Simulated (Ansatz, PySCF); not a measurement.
iodine atom (I), doublet (core potentials on I). Base run: PySCF with CASSCF(3,3)/def2-SVP.

Input for PySCF:
```python
from pyscf import gto, scf, mcscf
import numpy

mol = gto.M(
    atom='''
I     0.00000000    0.00000000    0.00000000
''',
    basis='def2-svp',
    ecp={'I': 'def2-svp'},
    spin=1,
    verbose=4,
)

mf = scf.ROHF(mol)
mf.kernel()
mc = mcscf.CASSCF(mf, 3, 3)
mc.fix_spin_(ss=0.75)
mc.kernel()
occ = numpy.linalg.eigvalsh(mc.fcisolver.make_rdm1(mc.ci, mc.ncas, mc.nelecas))[::-1]
ss = mc.fcisolver.spin_square(mc.ci, mc.ncas, mc.nelecas)[0]
print('natural occupations', occ.round(4), ' <S^2>', round(ss, 4))
```

Programs used: Ansatz (an electronic-structure program), PySCF; a row that names a program was run with it.

Each row names what was changed in the base input (with any setting that the change needs).

```json
[
 {"change": "base", "ΔE vs base (mEh)": "0.000", "natural occupations": "1.99 1.00 0.01", "<S^2> of the state": "0.75"},
 {"change": "orbitals = fixed (CASCI); correction = SC-NEVPT2", "ΔE vs base (mEh)": "-109.2", "natural occupations": "2.00 1.00 0.00", "<S^2> of the state": "0.75"},
 {"change": "orbitals = fixed (CASCI)", "ΔE vs base (mEh)": "5.026", "natural occupations": "2.00 1.00 0.00", "<S^2> of the state": "0.75"},
 {"change": "solver = newton", "ΔE vs base (mEh)": "0.000", "natural occupations": "1.99 1.00 0.01", "<S^2> of the state": "0.75"},
 {"change": "code = ansatz", "ΔE vs base (mEh)": "-2.799", "natural occupations": "-", "<S^2> of the state": "-"},
 {"change": "active space = 9 electrons, 7 orbitals", "ΔE vs base (mEh)": "-16.983", "natural occupations": "2.00 2.00 1.99 1.99 1.00 0.01 0.01", "<S^2> of the state": "0.75"},
 {"change": "conv_tol = 1e-5", "ΔE vs base (mEh)": "0.000", "natural occupations": "1.99 1.00 0.01", "<S^2> of the state": "0.75"},
 {"change": "active space = 7 electrons, 5 orbitals", "ΔE vs base (mEh)": "-3.783", "natural occupations": "2.00 2.00 1.99 1.00 0.01", "<S^2> of the state": "0.75"},
 {"change": "fix_spin_ = off", "ΔE vs base (mEh)": "0.000", "natural occupations": "1.99 1.00 0.01", "<S^2> of the state": "0.75"},
 {"change": "active space = 5 electrons, 4 orbitals", "ΔE vs base (mEh)": "3.995", "natural occupations": "2.00 2.00 1.00 0.00", "<S^2> of the state": "0.75"},
 {"change": "active space = 7 electrons, 6 orbitals", "ΔE vs base (mEh)": "-16.720", "natural occupations": "2.00 1.99 1.99 1.00 0.01 0.01", "<S^2> of the state": "0.75"}
]
```

Active orbitals are taken around the Fermi level unless the row says otherwise; CASSCF can end in different local minima, and two programs can end on different orbitals. State-averaged rows give the lowest state.

Open shells are given as the SCF converged; they aren't shown to be the lowest states, and a large step between rows can be another state.
